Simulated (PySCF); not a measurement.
Compound: 1,2,4-tricyanobenzene, C₉H₃N₃.
Geometry (PBE0-D3(BJ)/def2-SVP, Å), atoms numbered from 1 in this order:
```
atom  x, y, z in Å
N1     4.0376    0.6837   -0.5697
C2     2.9195    0.4269   -0.4073
C3     1.5387    0.1045   -0.2048
C4     1.1469   -1.2328   -0.0423
C5    -0.1907   -1.5441    0.1541
C6    -1.1561   -0.5309    0.1910
C7    -2.5308   -0.8699    0.3950
N8    -3.6382   -1.1665    0.5620
C9    -0.7635    0.8168    0.0268
C10   -1.7321    1.8697    0.0587
N11   -2.5042    2.7328    0.0811
C12    0.5837    1.1263   -0.1701
H13    1.8981   -2.0234   -0.0715
H14   -0.5027   -2.5816    0.2813
H15    0.8863    2.1663   -0.2966
```

Computed with PySCF 2.14.0, PBE0-D3(BJ)/def2-SVP geometry optimisation, gas phase.

Take the most abundant isotopes and a rigid rotor. 

(1) Give the principal moments of inertia and the rotational constants in cm⁻¹.

(2) Classify the top.

(3) Is it planar, by Δ = Ic − Ia − Ib?

(4) Which types of transition are allowed, and where do some lines up to J = 2 fall?

(5) Estimate the classical rotational partition function at 50 K, 100 K and 500 K.

## Answers

(1) Ia = 268.02, Ib = 800.35, Ic = 1068.36 u·Å²; 505379 MHz·u·Å²/I gives 1886, 631.5 and 473.0 MHz, that is A = 0.06290, B = 0.02106, C = 0.01578 cm⁻¹.

(2) An asymmetric top; Ray's κ = -0.776.

(3) Planar: Δ = Ic − Ia − Ib = 0.00 u·Å². For a rigid frame Δ = −2 Σ m c², so it vanishes when all atoms lie in the ab plane; here none is more than 0.01 Å from it.

(4) The dipole components are |μa| = 2.38 D, |μb| = 2.87 D, |μc| = 0.00 D; the mirror of this Cs structure is the ab plane, so μc vanishes by symmetry and there are no c-type lines. Intensities carry the squares of the components, which stand as 0.69 : 1.00 (a : b). Some lines, for components of 0.1 D or more:

```
type  branch         J(Ka,Kc)   MHz  lower level (cm⁻¹)
   a       Q  2(1,1) ← 2(1,2)   475               0.147
   b       R  2(0,2) ← 1(1,1)   941               0.079
   a       R  1(0,1) ← 0(0,0)  1104               0.000
   b       Q  1(1,0) ← 1(0,1)  1413               0.037
   b       Q  2(1,1) ← 2(0,2)  1585               0.110
   a       R  2(1,2) ← 1(1,1)  2051               0.079
   a       R  2(0,2) ← 1(0,1)  2195               0.037
   b       R  1(1,1) ← 0(0,0)  2359               0.000
   a       R  2(1,1) ← 1(1,0)  2367               0.084
   b       R  2(1,2) ← 1(0,1)  3305               0.037
   b       Q  2(2,0) ← 2(1,1)  3777               0.163
   b       Q  2(2,1) ← 2(1,2)  4238               0.147
   b       R  2(2,1) ← 1(1,0)  6130               0.084
   b       R  2(2,0) ← 1(1,1)  6302               0.079
```

(5) Point group Cs, symmetry number σ = 1; q = (√π/σ)·√((kT/h)³/(ABC)), k/h = 20836.6 MHz/K: 79400 at 50 K, 225000 at 100 K, 2510000 at 500 K.

No PBE0-D3(BJ)/def2-SVP frequencies stand behind this structure, so it isn't proved a minimum. Constants of a rigid frame at the computed geometry: no zero-point averaging, no centrifugal distortion. Quadrupole hyperfine structure (14N) is left out.
